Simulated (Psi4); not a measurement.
germanium monoxide (GeO), singlet, at a GFN2-xTB geometry; HF/cc-pVTZ in Psi4 1.11.

Input for Psi4:
```
memory 2 GB

molecule {
0 1
  Ge   -0.00000000   -0.00000000   -0.31515709
  O     0.00000000    0.00000000    1.26062837
}

set basis cc-pvtz

energy('scf')
print_variables()
```

Output, abridged:

```
   => Loading Basis Set <=

    Name: CC-PVTZ
    Role: ORBITAL
    Keyword: BASIS

         ---------------------------------------------------------
                                   SCF
               by Justin Turney, Rob Parrish, Andy Simmonett
                          and Daniel G. A. Smith
                              RHF Reference
         ---------------------------------------------------------

  ==> Geometry <==

    Molecular point group: c2v
    Full point group: C_inf_v

    Geometry (in Angstrom), charge = 0, multiplicity = 1:

       Center              X                  Y                   Z               Mass
    ------------   -----------------  -----------------  -----------------  -----------------
         GE           0.000000000000     0.000000000000    -0.280311935541    73.921177761000
         O            0.000000000000     0.000000000000     1.295473524459    15.994914619570

  Running in c2v symmetry.

  Rotational constants: A = ************  B =      0.51628  C =      0.51628 [cm^-1]
  Rotational constants: A = ************  B =  15477.81468  C =  15477.81468 [MHz]
  Nuclear repulsion =   85.969422469172940

  Charge       = 0
  Multiplicity = 1
  Electrons    = 40
  Nalpha       = 20
  Nbeta        = 20

  ==> Algorithm <==

  SCF Algorithm Type is DF.
  DIIS enabled.
  MOM disabled.
  Fractional occupation disabled.
  Guess Type is SAD.
  Energy threshold   = 1.00e-06
  Density threshold  = 1.00e-06
  Integral threshold = 1.00e-12

  ==> Primary Basis <==

  Basis Set: CC-PVTZ
    Blend: CC-PVTZ
    Number of shells: 25
    Number of basis functions: 73
    Number of Cartesian functions: 84
    Spherical Harmonics?: true
    Max angular momentum: 3

   => Loading Basis Set <=

    Name: (CC-PVTZ AUX)
    Role: JKFIT
    Keyword: DF_BASIS_SCF

  ==> Integral Setup <==

  SCF_SUBTYPE=INCORE selected. In-core MEM_DF algorithm will be used.
  Using in-core AOs.

  ==> MemDFJK: Density-Fitted J/K Matrices <==

    J tasked:                   Yes
    K tasked:                   Yes
    wK tasked:                   No
    Algorithm:                 Core
    Schwarz Cutoff:           1E-12
    Mask sparsity (%):       0.0000
    Fitting Condition:        1E-10

   => Auxiliary Basis Set <=

  Basis Set: (CC-PVTZ AUX)
    Blend: CC-PVTZ-JKFIT
    Number of shells: 76
    Number of basis functions: 286
    Number of Cartesian functions: 365
    Spherical Harmonics?: true
    Max angular momentum: 4

  Minimum eigenvalue in the overlap matrix is 2.8682203404E-03.
  Reciprocal condition number of the overlap matrix is 7.5945294230E-04.
    Using symmetric orthogonalization.

  ==> Pre-Iterations <==

  SCF Guess: Superposition of Atomic Densities via on-the-fly atomic UHF (no occupation information).

   -------------------------
    Irrep   Nso     Nmo
   -------------------------
     A1        32      32
     A2         7       7
     B1        17      17
     B2        17      17
   -------------------------
    Total      73      73
   -------------------------

  ==> Iterations <==

                           Total Energy        Delta E     RMS |[F,P]|

   @DF-RHF iter SAD: -2145.63189769364089   -2.14563e+03   0.00000e+00
   @DF-RHF iter   1: -2149.57130202366989   -3.93940e+00   4.28370e-02 DIIS/ADIIS
   @DF-RHF iter   2: -2150.07554253127182   -5.04241e-01   2.70202e-02 DIIS/ADIIS
   @DF-RHF iter   3: -2150.27867206240671   -2.03130e-01   4.73487e-03 DIIS/ADIIS
   @DF-RHF iter   4: -2150.28631065499940   -7.63859e-03   1.74879e-03 DIIS/ADIIS
   @DF-RHF iter   5: -2150.28814502871455   -1.83437e-03   1.41903e-04 DIIS/ADIIS
   @DF-RHF iter   6: -2150.28816223099193   -1.72023e-05   1.89778e-05 DIIS
   @DF-RHF iter   7: -2150.28816272466611   -4.93674e-07   4.02985e-06 DIIS
   @DF-RHF iter   8: -2150.28816276076668   -3.61006e-08   1.15112e-06 DIIS
   @DF-RHF iter   9: -2150.28816276523048   -4.46380e-09   5.38485e-07 DIIS
  Energy and wave function converged.

  ==> Post-Iterations <==

    Orbital Energies [Eh]
    ---------------------

    Doubly Occupied:

[...]
    Virtual:

[...]
    Final Occupation by Irrep:
             A1    A2    B1    B2
    DOCC [    11,    1,    4,    4 ]
    NA   [    11,    1,    4,    4 ]
    NB   [    11,    1,    4,    4 ]

  @DF-RHF Final Energy: -2150.28816276523048

   => Energetics <=

    Nuclear Repulsion Energy =             85.9694224691729403
    One-Electron Energy =               -3170.7781334818696450
    Two-Electron Energy =                 934.5205482474661949
    Total Energy =                      -2150.2881627652304815

Computation Completed

Properties will be evaluated at   0.000000,   0.000000,   0.000000 [a0]

Properties computed using the SCF density matrix

 Multipole Moments:

 ------------------------------------------------------------------------------------
     Multipole            Electronic (a.u.)      Nuclear  (a.u.)        Total (a.u.)
 ------------------------------------------------------------------------------------

 L = 1.  Multiply by 2.5417464519 to convert [e a0] to [Debye]
 Dipole X            :          0.0000000            0.0000000            0.0000000
 Dipole Y            :          0.0000000            0.0000000            0.0000000
 Dipole Z            :         -4.1116921            2.6339121           -1.4777800
 Magnitude           :                                                    1.4777800

 ------------------------------------------------------------------------------------

  Variable Map:
  ----------------------------------------------------------------------------
[...]
  Array Variable Map:
  ----------------------------------------------------------------------------
[...]
[...]
```
